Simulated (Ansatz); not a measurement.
`[F][InH][Cl]` + H₂S → `[F][InH][SH]` + HCl at 500 K and 1 bar (ligand exchange at the In–Cl bond).

Program: Ansatz. Geometries: PBE0-D4/def2-TZVP. ΔE: electronic, gas phase. CCSD(T)/CBS adds triple-zeta CCSD(T) − MP2 to the extrapolated MP2 energy (def2 sets, frozen cores). This one scheme is used for every species. def2 core potentials past Kr. For In outer-core shells are correlated without core-valence functions, which leaves a few kJ/mol of doubt a bond. One conformer a species, not always the lowest.

```csv
species,CCSD(T)/CBS energy (Eh),H − E (kJ/mol),S (J/(mol·K))
`[F][InH][Cl]`,-750.05448,51.4,343.5
H₂S,-398.97279,57.0,224.0
`[F][InH][SH]`,-688.63795,77.2,359.2
HCl,-460.38127,32.5,201.9
```

H − E and S are ideal-gas, rigid-rotor, harmonic terms from PBE0-D4/def2-TZVP, for one conformer and one mirror image of each species. 1 Eh = 2625.50 kJ/mol, R = 8.31446 J/(mol·K).

By hand: ΔE, ΔH, ΔS and ΔG.

ΔE = (-688.63795) + (-460.38127) − (-750.05448) − (-398.97279) = 0.00805 Eh = 21.1 kJ/mol. Δ(H − E) = 77.2 + 32.5 − 51.4 − 57.0 = 1.3, so ΔH = 22.4 kJ/mol. ΔS = 359.2 + 201.9 − 343.5 − 224.0 = -6.4 J/(mol·K). ΔG = 22.4 − 500 × (-6.4)/1000 = 25.6 kJ/mol.

By hand: the equilibrium constant, and the temperature at which ΔG would vanish if ΔH and ΔS stayed fixed.

log₁₀ K = −ΔG/(RT ln 10) = -2.7. ΔH and −TΔS have one sign here, so there is no such temperature.

The number of gas molecules stays the same, so ΔS is small and ΔH decides. A doubt of 5 kJ/mol in ΔE shifts log₁₀ K by 0.5 here. Other conformers and mirror images would add mixing entropy, several J/(mol·K) or more a flexible species. These are equilibria of isolated gas molecules and say nothing of rates. Largest T1 diagnostic: 0.016 (customary marks: 0.02 for closed shells, 0.045 for open ones).

ΔS is within the doubt of such terms, so its sign, and with it that verdict, could turn.
